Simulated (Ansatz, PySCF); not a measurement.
Dimer: H2S (SMILES S) (first 3 atoms) with CHN (SMILES C#N); geometry from B3LYP-D3(BJ)/def2-TZVP.
(charge 0, multiplicity 1):
```xyz
6

S      0.219     0.023    -0.802
H      0.311    -0.050     0.537
H     -0.011    -1.294    -0.923
C      0.579    -0.111     4.046
N      0.478    -0.165     2.907
H      0.673    -0.060     5.108
```

Monomers are frozen at their geometry in the pair; levels with a basis set take the counterpoise correction. Rows marked so take none.

Frozen-core correlation. Rows in 3-21G, 6-31G* carry no dispersion term and start afresh at each structure (6-31G* with six Cartesian d functions).

Codes used: Ansatz (a first-principles code) with Gaussian orbitals; PySCF for 3-21G rows, 6-31G* rows, the dispersion terms. Values without a source in brackets are computed.

```
level                          interaction energy (kcal/mol)
-----------------------------  -----------------------------
HF/6-31G* (no counterpoise)                            -1.54
revPBE/def2-TZVPPD                                     -1.04
revPBE-D4/def2-TZVPPD                                  -2.05
B97M-V/def2-TZVPPD                                     -2.17
B3LYP/3-21G (no counterpoise)                          -4.19
B3LYP/def2-TZVPPD                                        ___
B3LYP-D4/def2-TZVPPD                                   -2.17
PBE0-D3(BJ)/def2-TZVPPD                                  ___
CCSD(T)/aug-cc-pV(T+d)Z                                -2.13
```

Complete the blanks.


- B3LYP/def2-TZVPPD, interaction energy (kcal/mol): -1.44
- PBE0-D3(BJ)/def2-TZVPPD, interaction energy (kcal/mol): -2.39
